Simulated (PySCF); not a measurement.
Basis and Hamiltonian dependence of the excitation energy of Fe

Fe [Ar] 3d6 4s2 (5D) → Fe [Ar] 3d8 (3F). Calculated with PySCF 2.14 from differences of total energies of unrestricted determinants, without spin-orbit coupling. Values in eV.

```tsv
basis	Hamiltonian	functions	UHF	LDA	PBE0	MP2 (valence)	CCSD(T) (valence)	CCSD(T) (valence and next inner shell)
x2c-TZVPPall	spin-free X2C	64	7.868	3.051	4.129	3.636	4.831	4.681
def2-TZVPPD	non-relativistic	67	7.449	2.581	3.677	3.217	4.407	4.245
x2c-TZVPPall with one added diffuse shell each of s, p, d, f type	spin-free X2C	80	7.836	2.971	4.069	3.458	4.635	4.486
aug-cc-pVTZ-DK	spin-free X2C	93	7.856	2.955	4.068	3.429	4.633	n/a
aug-cc-pVTZ	non-relativistic	93	7.438	2.489	3.619	3.012	4.209	n/a
dyall-av2z	non-relativistic	101	7.445	2.499	3.624	3.206	4.356	n/a
x2c-QZVPPall	spin-free X2C	103	7.859	2.979	4.076	3.427	4.615	n/a
aug-cc-pwCVTZ	non-relativistic	127	7.441	2.494	3.618	2.948	n/a	n/a
x2c-QZVPPall with one added diffuse shell each of s, p, d, f, g type	spin-free X2C	128	7.853	2.963	4.064	3.394	n/a	n/a
aug-cc-pVQZ-DK	spin-free X2C	140	7.853	2.965	4.068	3.305	n/a	n/a
```

Frozen in the all-electron rows: valence: [Ar]; valence and next inner shell: [Ne].

Non-relativistic rows lack the scalar-relativistic shift.

Reference for a calculation without spin-orbit coupling: 4.074 eV (measured, between term centres; NIST).
